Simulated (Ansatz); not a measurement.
`F[SiH]([SiH3])[GeH3]` + HCl → `F[SiH](Cl)[GeH3]` + SiH₄  (cleavage of the Si–Si bond)

Gas-phase electronic energies from Ansatz, PBE0-D4/def2-TZVP geometries. CCSD(T)/CBS adds triple-zeta CCSD(T) − MP2 to the extrapolated MP2 energy (def2 sets, frozen cores). This one scheme is used for every species. Functionals use def2-TZVPP. HSE06 is defined as in plane-wave codes. For Ge outer-core shells are correlated without core-valence functions, which leaves a few kJ/mol of doubt a bond. Scalar relativity is left out up to krypton.

`F[SiH]([SiH3])[GeH3]`:

Cartesian coordinates in Å:
```
F -1.732 -1.332 -0.760
Si -0.828 -0.023 -0.499
Si -0.735 0.418 1.800
Ge 1.346 -0.386 -1.408
H -1.480 1.112 -1.210
H -2.091 0.631 2.373
H 0.076 1.651 1.994
H -0.073 -0.708 2.511
H 2.040 -1.557 -0.694
H 2.190 0.882 -1.193
H 1.286 -0.688 -2.914
```

HCl:

```xyz
2

Cl    0.149   -0.501    0.368
H    -0.149    0.501   -0.368
```

`F[SiH](Cl)[GeH3]`:

```xyz
8

F    -1.420   -0.629   -1.655
Si   -1.132   -0.142   -0.163
Cl   -1.705   -1.640    1.109
Ge    1.191    0.279    0.104
H    -2.013    1.019    0.098
H     1.649    1.370   -0.876
H     1.982   -1.010   -0.158
H     1.449    0.753    1.541
```

SiH₄:

Cartesian coordinates in Å:
```
Si 0.000 0.000 0.000
H 0.273 0.541 1.355
H 1.231 0.087 -0.825
H -1.082 0.791 -0.639
H -0.423 -1.419 0.110
```

```
             level  ΔE (kJ/mol)  difference from CCSD(T)/CBS
            B97M-V       -105.6                          1.5
        r2SCANh-D4       -106.9                          0.2
          BHLYP-D4       -112.7                         -5.6
           ωB97X-V       -107.6                         -0.5
            B2PLYP       -112.2                         -5.1
          PBE-QIDH       -107.8                         -0.7
              PBE0        -99.6                          7.5
           r2SCANh       -107.7                         -0.6
           r2SCAN0       -108.9                         -1.8
             HSE06        -99.6                          7.5
             BHLYP       -115.9                         -8.8
RPA@PBE/def2-TZVPP       -103.9                          3.2
    MP2/def2-TZVPP       -115.5                         -8.4
   CCSD/def2-TZVPP       -107.1                          0.0
     HF/def2-QZVPP       -125.4                        -18.3
    CCSD/CBS(def2)       -108.6                         -1.5
       CCSD(T)/CBS       -107.1                            0
```

Largest T1 diagnostic among the species: 0.013.

From PBE to PBE0 (25 % exact exchange), in def2-TZVPP and without D4, ΔE moves by −4.8 kJ/mol. In def2-TZVPP, CCSD(T) changes the Hartree–Fock value by +19.0 kJ/mol (the triples alone add +1.5 kJ/mol) and MP2 by +9.1 kJ/mol.

CCSD(T)/CBS has its own doubt, a few kJ/mol and more with outer-core shells, so smaller differences from it don't rank the levels.
